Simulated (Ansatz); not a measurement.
Basis sets compared for `COc1ccc(-c2sc(-c3sc(-c4sc(-c5sc(-c6ccc(C(F)=C(F)F)cc6)c6c5OCCO6)c5c4OCCO5)c4c3OCCO4)c3c2OCCO3)cc1`. Charge 0, multiplicity 1. Geometry PBE-D4/def2-SVP. Ansatz on 11 threads of AMD EPYC 7R13 on a shared host and a whole NVIDIA H100 80GB HBM3; times are rough, and most runs start from earlier orbitals.

```xyz
82

C    10.239   -8.766    1.107
O     8.944   -8.727    0.541
C     8.259   -7.549    0.580
C     8.745   -6.353    1.146
C     7.954   -5.196    1.136
C     6.659   -5.187    0.562
C     5.830   -3.989    0.554
S     4.151   -4.067    0.033
C     3.882   -2.349    0.295
C     2.619   -1.720    0.056
S     2.346   -0.003    0.351
C     0.663   -0.101   -0.167
C    -0.219    1.024   -0.143
S    -1.914    0.909   -0.603
C    -2.219    2.603   -0.229
C    -3.534    3.155   -0.396
S    -4.958    2.163   -0.138
C    -6.070    3.453   -0.569
C    -7.506    3.226   -0.564
C    -8.433    4.258   -0.874
C    -9.808    4.030   -0.858
C   -10.336    2.755   -0.533
C   -11.763    2.449   -0.496
F   -12.088    1.172   -0.176
C   -12.822    3.264   -0.736
F   -14.082    2.864   -0.670
F   -12.725    4.548   -1.062
C    -9.417    1.721   -0.227
C    -8.044    1.953   -0.242
C    -5.337    4.609   -0.861
C    -3.919    4.441   -0.782
O    -3.037    5.429   -1.109
C    -3.654    6.492   -1.834
C    -4.973    6.889   -1.189
O    -5.901    5.801   -1.227
C    -1.046    3.217    0.214
C     0.071    2.335    0.247
O     1.315    2.727    0.657
C     1.280    3.952    1.393
C     0.384    4.973    0.703
O    -0.965    4.511    0.636
C     0.359   -1.411   -0.548
C     1.447   -2.313   -0.421
O     1.350   -3.638   -0.740
C     0.193   -3.916   -1.535
C    -1.038   -3.215   -0.970
O    -0.872   -1.794   -0.998
C     5.057   -1.766    0.772
C     6.144   -2.676    0.916
O     7.372   -2.265    1.367
C     7.530   -0.846    1.310
C     6.301   -0.137    1.864
O     5.151   -0.434    1.070
C     6.194   -6.404   -0.005
C     6.970   -7.559    0.004
H    10.226   -8.529    2.196
H    10.938   -8.062    0.601
H    10.611   -9.799    0.971
H     9.742   -6.309    1.605
H     8.346   -4.276    1.587
H    -8.057    5.255   -1.133
H   -10.483    4.860   -1.104
H    -9.799    0.722    0.026
H    -7.365    1.121    0.001
H    -3.831    6.183   -2.891
H    -2.940    7.339   -1.827
H    -5.449    7.727   -1.735
H    -4.799    7.201   -0.133
H     0.908    3.761    2.427
H     2.324    4.317    1.452
H     0.366    5.924    1.270
H     0.766    5.176   -0.325
H     0.367   -3.585   -2.585
H     0.058   -5.016   -1.525
H    -1.219   -3.553    0.076
H    -1.934   -3.442   -1.579
H     8.429   -0.604    1.911
H     7.706   -0.525    0.257
H     6.127   -0.452    2.920
H     6.432    0.962    1.836
H     5.196   -6.440   -0.472
H     6.602   -8.497   -0.438
```

Single mean-field runs in def2-SVP, def2-TZVP are fitted with def2-universal-jkfit.

Binding counts from free atoms (C triplet, O triplet, S triplet, F doublet, H doublet) in the same basis, without a counterpoise term.

```json
{"level": "PBE-D4/def2-SVP", "functions": "921", "energy (Eh)": "-4065.9456", "HOMO (eV)": "-3.76", "LUMO (eV)": "-2.30", "binding per atom (eV)": "5.35", "wall time": "8.5 s"}
{"level": "PBE0-D4/def2-SVP", "functions": "921", "energy (Eh)": "-4066.1342", "HOMO (eV)": "-4.56", "LUMO (eV)": "-1.87", "binding per atom (eV)": "5.19", "wall time": "8.5 s"}
```

Question: Estimate the rows for PBE-D4/def2-TZVP, PBE0-D4/def2-TZVP (with forces).

Answer: 
```tsv
level	functions	energy (Eh)	HOMO (eV)	LUMO (eV)	binding per atom (eV)	wall time
PBE-D4/def2-TZVP	1891	-4069.2222	-3.83	-2.40	5.26	12 s
PBE0-D4/def2-TZVP (with forces)	1891	-4069.3984	-4.55	-1.91	5.10	19 s
```
